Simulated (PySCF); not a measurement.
C₂H₈O₂Si, SMILES C[Si@H](O)CO.

Coordinates come from a ωB97X-D3(BJ)/def2-SVP optimisation. The structure was generated by enumeration; whether it is a known compound was not checked. The values are those of a single conformer.

The numbers are results of ωB97X-D3(BJ)/def2-SVP in PySCF, not measurements.

Frequencies are harmonic and unscaled.

| mode | ν (cm⁻¹) | IR (km/mol) | Raman (Å⁴/amu) | depolarisation | moving atoms (share of kinetic energy) |
|---|---|---|---|---|---|
| 1 | 101 | 4.1 | 0.0 | – | O 40 %, H 29 %, C 25 % |
| 2 | 144 | 4.3 | 0.7 | 0.66 | H 38 %, O 34 %, C 17 %, Si 12 % |
| 3 | 153 | 0.5 | 0.1 | 0.62 | H 81 %, O 13 % |
| 4 | 207 | 82.9 | 1.7 | 0.70 | H 85 % |
| 5 | 228 | 6.1 | 1.1 | 0.75 | O 50 %, H 27 %, C 19 % |
| 6 | 280 | 21.5 | 0.8 | 0.72 | H 36 %, Si 28 %, O 23 %, C 13 % |
| 7 | 360 | 14.5 | 3.5 | 0.41 | O 35 %, H 28 %, C 21 %, Si 16 % |
| 8 | 473 | 123.5 | 2.5 | 0.71 | H 91 % |
| 9 | 629 | 17.6 | 8.2 | 0.17 | H 70 %, C 23 % |
| 10 | 672 | 42.0 | 10.7 | 0.27 | H 55 %, C 34 %, O 8 % |
| 11 | 697 | 11.2 | 4.5 | 0.75 | H 55 %, C 30 %, Si 10 % |
| 12 | 748 | 100.9 | 4.3 | 0.31 | H 62 %, Si 18 %, C 17 % |
| 13 | 783 | 36.9 | 4.4 | 0.74 | H 61 %, C 26 %, Si 11 % |
| 14 | 843 | 48.0 | 5.0 | 0.71 | O 38 %, H 35 %, Si 17 %, C 9 % |
| 15 | 851 | 133.9 | 4.0 | 0.44 | H 56 %, O 17 %, Si 14 %, C 14 % |
| 16 | 910 | 186.7 | 4.6 | 0.73 | H 74 %, Si 13 %, C 11 % |
| 17 | 953 | 110.3 | 3.3 | 0.71 | H 60 %, Si 26 % |
| 18 | 1103 | 83.5 | 3.6 | 0.70 | O 45 %, C 37 %, H 18 % |
| 19 | 1182 | 27.9 | 4.8 | 0.75 | H 87 %, C 11 % |
| 20 | 1287 | 39.1 | 0.8 | 0.40 | H 77 %, C 23 % |
| 21 | 1299 | 6.3 | 4.8 | 0.46 | H 75 %, C 23 % |
| 22 | 1411 | 56.0 | 5.1 | 0.68 | H 81 %, C 12 % |
| 23 | 1438 | 3.2 | 10.5 | 0.74 | H 96 % |
| 24 | 1442 | 4.7 | 12.3 | 0.75 | H 96 % |
| 25 | 1468 | 9.8 | 14.6 | 0.72 | H 94 % |
| 26 | 2231 | 165.7 | 122.0 | 0.20 | H 97 % |
| 27 | 3005 | 43.6 | 113.5 | 0.19 | H 94 % |
| 28 | 3064 | 1.8 | 128.5 | 0.00 | H 97 % |
| 29 | 3114 | 17.0 | 85.4 | 0.46 | H 91 %, C 8 % |
| 30 | 3162 | 4.7 | 79.9 | 0.74 | H 91 %, C 9 % |
| 31 | 3171 | 4.0 | 77.9 | 0.75 | H 91 %, C 9 % |
| 32 | 3839 | 57.7 | 39.3 | 0.17 | H 94 % |
| 33 | 3949 | 108.9 | 87.9 | 0.28 | H 94 % |
